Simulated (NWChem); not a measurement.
System: SrO; SMILES [O]=[Sr]

NWChem input:

```
start job
memory heap 200 mb stack 900 mb global 1100 mb
geometry units angstroms noautoz
  Sr     0.000000     0.000000    -0.303743
  O      0.000000     0.000000     1.608586
end
basis spherical
  Sr library def2-svp
  O library def2-svp
end
ecp
  Sr library def2-ecp
end
dft
  xc xpbe96 cpbe96
  iterations 200
  vectors input hcore
end
task dft gradient
```

Output (shortened):

```
             Northwest Computational Chemistry Package (NWChem) 7.3.0
             --------------------------------------------------------

 ORDER OF PRIMARY AXIS IS BEING SET TO 4
 C4V symmetry detected

                             Geometry "geometry" -> ""
                             -------------------------

 Output coordinates in angstroms (scale by  1.889725989 to convert to a.u.)

  No.       Tag          Charge          X              Y              Z
 ---- ---------------- ---------- -------------- -------------- --------------
    1 Sr                  38.0000     0.00000000     0.00000000    -0.33257896
    2 O                    8.0000     0.00000000     0.00000000     1.57975004

 Effective nuclear repulsion energy (a.u.)      84.1224934077

      Symmetry information
      --------------------

 Group name             C4v
 Group number             18
 Group order               8
 No. of unique centers     2

 Summary of "ao basis" -> "ao basis" (spherical)
 ------------------------------------------------------------------------------
       Tag                 Description            Shells   Functions and Types
 ---------------- ------------------------------  ------  ---------------------
 Sr                         def2-svp                 9       23   4s3p2d
 O                          def2-svp                 6       14   3s2p1d

      Symmetry analysis of basis
      --------------------------

        a1         15
        a2          0
        b1          3
        b2          3
        e          16

            General Information
            -------------------
          SCF calculation type: DFT
          Wavefunction type:  closed shell.
          No. of atoms     :     2
          No. of electrons :    18
           Alpha electrons :     9
            Beta electrons :     9
          Charge           :     0
          Spin multiplicity:     1
          Use of symmetry is: on ; symmetry adaption is: on
          Maximum number of iterations: 200
          AO basis - number of functions:    37
                     number of shells:    15
          Convergence on energy requested:  1.00D-06
          Convergence on density requested:  1.00D-05
          Convergence on gradient requested:  5.00D-04

              XC Information
              --------------
          PerdewBurkeErnzerhof Exchange Functional  1.000
            Perdew 1991 LDA Correlation Functional  1.000 local
           PerdewBurkeErnz. Correlation Functional  1.000 non-local

             Grid Information
             ----------------
          Grid used for XC integration:  medium
          Radial quadrature: Mura-Knowles
          Angular quadrature: Lebedev.
          Tag              B.-S. Rad. Rad. Pts. Rad. Cut. Ang. Pts.
          ---              ---------- --------- --------- ---------
          Sr                  2.00      123          10.0       590
          O                   0.60       49           8.0       434
          Grid pruning is: on
          Number of quadrature shells:   172
          Spatial weights used:  Erf1

      Non-variational initial energy
      ------------------------------

 Total energy =      22.137498
 1-e energy   =       0.000000
 2-e energy   =       0.000000
 HOMO         =      -7.671060
 LUMO         =      -6.475904

      Symmetry analysis of molecular orbitals - initial
      -------------------------------------------------

 !! scf_movecs_sym_adapt:    6 vectors were symmetry contaminated

  Symmetry fudging

 !! scf_movecs_sym_adapt:    6 vectors were symmetry contaminated

  Numbering of irreducible representations:

     1 a1          2 a2          3 b1          4 b2          5 e

  Orbital symmetries:

     1 a1          2 a1          3 e           4 e           5 a1
     6 a1          7 a1          8 e           9 e          10 a1
    11 e          12 e          13 a1         14 b1         15 b2
    16 e          17 e          18 a1         19 b2

   convergence    iter        energy       DeltaE   RMS-Dens  Diis-err
 ---------------- ----- ----------------- --------- --------- ---------
 d= 0,ls=0.0,diis     1    -98.2292892884 -1.20D+02  2.37D-01  2.99D+01
 d= 0,ls=0.0,diis     2    -88.6252975134  9.60D+00  2.00D-01  1.80D+01
 d= 0,ls=0.0,diis     3   -102.4775337318 -1.39D+01  1.95D-02  2.41D+01
 d= 0,ls=0.0,diis     4   -102.2293027666  2.48D-01  5.06D-03  2.52D+01
 d= 0,ls=0.0,diis     5   -102.3579657461 -1.29D-01  2.35D-02  2.44D+01
 d= 0,ls=0.0,diis     6   -103.5761941685 -1.22D+00  3.63D-02  1.68D+01
 d= 0,ls=0.0,diis     7   -104.9869190738 -1.41D+00  2.39D-02  6.70D+00
 d= 0,ls=0.0,diis     8   -105.6330256715 -6.46D-01  1.14D-02  1.12D+00
  Resetting Diis
 d= 0,ls=0.0,diis     9   -105.6704101359 -3.74D-02  1.14D-02  7.40D-01
 d= 0,ls=0.0,diis    10   -105.7589188558 -8.85D-02  3.76D-02  2.69D-02
 d= 0,ls=0.0,diis    11   -105.3628590330  3.96D-01  3.42D-02  3.26D+00
 d= 0,ls=0.0,diis    12   -105.7618292281 -3.99D-01  1.19D-03  7.21D-03
 d= 0,ls=0.0,diis    13   -105.7624677827 -6.39D-04  5.03D-04  1.35D-03
 d= 0,ls=0.0,diis    14   -105.7626142074 -1.46D-04  3.41D-04  2.91D-04
 d= 0,ls=0.0,diis    15   -105.7626531728 -3.90D-05  3.62D-05  3.10D-06
 d= 0,ls=0.0,diis    16   -105.7626535773 -4.04D-07  1.72D-06  1.58D-09

         Total DFT energy =     -105.762653577303
      One electron energy =     -199.757863698090
           Coulomb energy =       84.784191295235
    Exchange-Corr. energy =      -12.926479439640
 Nuclear repulsion energy =       22.137498265192

 Numeric. integr. density =       17.999997708259

                  Occupations of the irreducible representations
                  ----------------------------------------------

                     irrep           alpha         beta
                     --------     --------     --------
                     a1                5.0          5.0
                     a2                0.0          0.0
                     b1                0.0          0.0
                     b2                0.0          0.0
                     e                 4.0          4.0

                       DFT Final Molecular Orbital Analysis
                       ------------------------------------

 Vector    7  Occ=2.000000D+00  E=-1.475344D-01  Symmetry=e
              MO Center= -1.9D-16, -7.2D-16,  1.3D+00, r^2= 1.4D+00
   Bfn.  Coefficient  Atom+Function         Bfn.  Coefficient  Atom+Function
  ----- ------------  ---------------      ----- ------------  ---------------
    28      0.560538  2 O  py                31      0.397157  2 O  py
    15      0.300929  1 Sr d -1               6     -0.118615  1 Sr py
    12      0.079552  1 Sr py                20      0.078025  1 Sr d -1
     9      0.046554  1 Sr py

 Vector    8  Occ=2.000000D+00  E=-1.475344D-01  Symmetry=e
              MO Center=  4.4D-16,  7.3D-17,  1.3D+00, r^2= 1.4D+00
   Bfn.  Coefficient  Atom+Function         Bfn.  Coefficient  Atom+Function
  ----- ------------  ---------------      ----- ------------  ---------------
    27      0.560538  2 O  px                30      0.397157  2 O  px
    17     -0.300929  1 Sr d  1               5     -0.118615  1 Sr px
    11      0.079552  1 Sr px                22     -0.078025  1 Sr d  1
     8      0.046554  1 Sr px

 Vector    9  Occ=2.000000D+00  E=-1.350472D-01  Symmetry=a1
              MO Center= -8.5D-16,  5.5D-16,  1.0D+00, r^2= 2.6D+00
   Bfn.  Coefficient  Atom+Function         Bfn.  Coefficient  Atom+Function
  ----- ------------  ---------------      ----- ------------  ---------------
    29      0.566739  2 O  pz                16     -0.373984  1 Sr d  0
    32      0.374048  2 O  pz                 3     -0.339718  1 Sr s
     2      0.226601  1 Sr s                 13      0.192368  1 Sr pz
    26      0.158754  2 O  s                  7      0.150918  1 Sr pz
    21      0.084960  1 Sr d  0               4      0.071484  1 Sr s

 Vector   10  Occ=0.000000D+00  E=-8.495237D-02  Symmetry=a1
              MO Center= -5.5D-15, -7.1D-15, -1.0D+00, r^2= 6.7D+00
   Bfn.  Coefficient  Atom+Function         Bfn.  Coefficient  Atom+Function
  ----- ------------  ---------------      ----- ------------  ---------------
     4      0.703089  1 Sr s                  2     -0.346828  1 Sr s
     3      0.347877  1 Sr s                 13     -0.242278  1 Sr pz
    16     -0.215205  1 Sr d  0               7      0.191615  1 Sr pz
    29      0.125330  2 O  pz                10     -0.100253  1 Sr pz
     1     -0.093542  1 Sr s                 32      0.073494  2 O  pz

 Vector   11  Occ=0.000000D+00  E=-2.267180D-02  Symmetry=e
              MO Center=  5.1D-15,  1.2D-14, -1.2D+00, r^2= 9.0D+00
   Bfn.  Coefficient  Atom+Function         Bfn.  Coefficient  Atom+Function
  ----- ------------  ---------------      ----- ------------  ---------------
    11      0.872766  1 Sr px                22      0.274361  1 Sr d  1
     5     -0.256712  1 Sr px                17      0.245434  1 Sr d  1
     8      0.070126  1 Sr px                12      0.036251  1 Sr py
    30      0.032491  2 O  px

 Vector   12  Occ=0.000000D+00  E=-2.267180D-02  Symmetry=e
              MO Center= -3.3D-15,  6.0D-15, -1.2D+00, r^2= 9.0D+00
   Bfn.  Coefficient  Atom+Function         Bfn.  Coefficient  Atom+Function
  ----- ------------  ---------------      ----- ------------  ---------------
    12      0.872766  1 Sr py                20     -0.274361  1 Sr d -1
     6     -0.256712  1 Sr py                15     -0.245434  1 Sr d -1
     9      0.070126  1 Sr py                11     -0.036251  1 Sr px
    31      0.032491  2 O  py

[...]

                         DFT ENERGY GRADIENTS

    atom               coordinates                        gradient
                 x          y          z           x          y          z
   1 Sr      0.000000   0.000000  -0.628483    0.000000   0.000000   0.031634
   2 O       0.000000   0.000000   2.985295    0.000000   0.000000  -0.031634
```

Level: PBE/def2-SVP with def2 effective core potentials on Sr. The geometry was optimised at PBE0-D3(BJ)/def2-TZVP. def2 effective core potentials on Sr; no spin-orbit coupling.
